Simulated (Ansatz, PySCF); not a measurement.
Pair of molecules: HF (SMILES F) (first 2 atoms) with C4H6 (SMILES C=CC=C); geometry from B3LYP-D3(BJ)/def2-TZVP, rigid monomers moved along the line of their centres of mass till H2···C3 is 3.71 Å.
(charge 0, multiplicity 1):
```xyz
12

F      0.536     0.020     0.248
H      0.655     0.250     1.148
C      0.794     1.260     4.713
C      0.346     0.068     5.126
C     -1.046    -0.234     5.407
C     -1.474    -1.428     5.817
H      0.120     2.097     4.572
H      1.845     1.439     4.530
H      1.053    -0.744     5.269
H     -1.757     0.575     5.266
H     -2.519    -1.618     6.017
H     -0.787    -2.254     5.961
```

Counterpoise-corrected where a basis set is named; no monomer relaxation.

Frozen-core correlation.

The values were computed with Ansatz (Gaussian orbitals); PySCF for the dispersion terms. Values without a source in brackets are computed.

PBE/def2-TZVPPD gives -42.2 meV for the interaction energy.

### Question
Where do these levels fall relative to PBE: PBE-D3(BJ)/def2-TZVPPD, r2SCAN/def2-TZVPPD, PBE0/def2-TZVPPD, wB97M-V/def2-TZVPPD, MP2/aug-cc-pVDZ, CCSD(T)/aug-cc-pVDZ.

### Answer
PBE-D3(BJ)/def2-TZVPPD -8.2; r2SCAN/def2-TZVPPD 0.7; PBE0/def2-TZVPPD -0.1; wB97M-V/def2-TZVPPD -3.7; MP2/aug-cc-pVDZ -2.6; CCSD(T)/aug-cc-pVDZ -0.9 meV. 1 of 6 lie above PBE; the widest gap is to PBE-D3(BJ)/def2-TZVPPD.

Ansatz is an electronic-structure program.
